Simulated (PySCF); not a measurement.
BrH, SMILES Br. Atoms are numbered in the order given.

```xyz
2

Br     0.0000     0.0000    -0.0395
H      0.0000     0.0000     1.3811
```
Charge 0, spin multiplicity 1.

Geometry: PBE0-D3(BJ)/def2-TZVPD.

Computed with TDDFT-PBE0/def2-TZVPD run with PySCF.

Vertical excitations; the highest root listed may be one member of a degenerate set.  State labels are in the subgroup C2v.

Problem. List the lowest excited states. (Estimate from the structure and the level; the computed values follow.)

Solution. 
| state | symmetry | energy (eV) | λ (nm) | f | main pairs |
|---|---|---|---|---|---|
| S1 | B2 | 6.68 | 185 | 0.016 | HOMO→LUMO (degenerate set) |
| S2 | B1 | 6.68 | 185 | 0.016 | HOMO−1→LUMO (degenerate set) |
| S3 | B2 | 8.71 | 142 | 0.071 | HOMO→LUMO+1, HOMO→LUMO+4 (degenerate set) |
| S4 | B1 | 8.71 | 142 | 0.071 | HOMO−1→LUMO+1, HOMO−1→LUMO+4 (degenerate set) |
| S5 | B2 | 8.81 | 141 | 0.098 | HOMO→LUMO+4, HOMO→LUMO+1 (degenerate set) |
| S6 | B1 | 8.81 | 141 | 0.098 | HOMO−1→LUMO+4, HOMO−1→LUMO+1 (degenerate set) |
| S7 | A1 | 8.95 | 138 | 0.000 | HOMO−1→LUMO+2, HOMO→LUMO+3 (degenerate set) |
| S8 | A2 | 8.95 | 138 | 0.000 | HOMO→LUMO+2, HOMO−1→LUMO+3 (degenerate set) |
| S9 | A2 | 9.01 | 138 | 0.000 | HOMO−1→LUMO+3 50 %, HOMO→LUMO+2 50 % |
| S10 | A1 | 9.24 | 134 | 0.001 | HOMO→LUMO+3 49 %, HOMO−1→LUMO+2 49 % |
| T1 | B2 | 6.08 | 204 | 0 | HOMO→LUMO (degenerate set) |
| T2 | B1 | 6.08 | 204 | 0 | HOMO−1→LUMO (degenerate set) |
| T3 | B2 | 8.26 | 150 | 0 | HOMO→LUMO+4 (degenerate set) |
| T4 | B1 | 8.26 | 150 | 0 | HOMO−1→LUMO+4 (degenerate set) |
Triplets are in the Tamm–Dancoff approximation, which puts them higher than full response would, so one can lie above its singlet here.
